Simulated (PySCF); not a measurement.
**Working out the excitation energy of Kr(2+)**

Kr(2+) [Ar] 3d10 4s2 4p4 (3P) → Kr(2+) [Ar] 3d10 4s1 4p4 4d1 (high-spin determinant). Calculation: PySCF 2.14, in aug-cc-pwCVDZ-PP with ECP10MDF; scalar relativity through the core potential. Frozen: nothing. Energies in hartree (1 hartree = 27.21139 eV):

```csv
part,Kr(2+) (lower),Kr(2+) (upper)
UHF,-460.843564,-459.716583
MP2 opposite-spin,-0.335631,-0.316069
MP2 same-spin,-0.169837,-0.155586
```

What does Hartree-Fock give?

(-459.716583) − (-460.843564) = 1.126981 hartree = 30.667 eV.

What do MP2 and SCS-MP2 (6/5 opposite-spin, 1/3 same-spin) give?

The opposite-spin parts differ by 0.532 eV and the same-spin parts by 0.388 eV. MP2: 30.667 + (0.532) + (0.388) = 31.587 eV. SCS-MP2: 30.667 + 1.2 × (0.532) + (0.388)/3 = 31.435 eV.

One determinant mixes LS terms, so it does not stand for a single term.

A double-zeta basis recovers only part of the correlation energy.
